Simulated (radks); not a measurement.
Results of a calculation; reference values are marked as such.
Task: These are the eigenvalues of the occupied orbitals of an atom or ion with whole-number occupations (hartree). Code: a radial shooting solver on a logarithmic mesh with Libxc functionals. Model: scalar-relativistic Kohn-Sham, SCAN, spin-polarised, spherical densities, finite nucleus; meta-GGA in the generalised Kohn-Sham scheme; Fermi nuclear charge, rms radius of each element as measured or else 0.836 A^(1/3) + 0.57 fm.

| orbital | eigenvalue |
|---|---|
| 1s down | -2402.531 |
| 1s up | -2402.531 |
| 2s up | -412.5436 |
| 2s down | -412.5425 |
| 2p up | -362.2285 |
| 2p down | -362.2274 |
| 3s down | -95.08370 |
| 3s up | -95.08355 |
| 3p down | -79.95310 |
| 3p up | -79.95303 |
| 3d up | -62.02273 |
| 3d down | -62.02219 |
| 4s up | -20.04508 |
| 4s down | -20.04382 |
| 4p up | -15.05874 |
| 4p down | -15.05738 |
| 4d up | -8.59459 |
| 4d down | -8.59252 |
| 5s up | -3.38049 |
| 5s down | -3.36862 |
| 5p up | -2.19875 |
| 5p down | -2.17955 |
| 4f up | -1.50607 |
| 4f down | -1.49984 |
| 5d up | -0.88135 |
| 6f up | -0.16000 |

Which element is it, and in what charge state? The configuration may be excited. Open shells, if any, are filled with parallel spins first.

Result: Z = 72, hafnium, charge +2: Hf2+ in [Xe] 4f14 5d1 6f1. The list shows which subshells hold electrons but not how many an open one holds; the 1s level, -2402.5 hartree, gives Z - s = 69.3 by -(Z - s)^2/2, which with screening and relativity narrows Z to a few neighbours, and the depths of the outer levels then fix element, charge and occupations together.
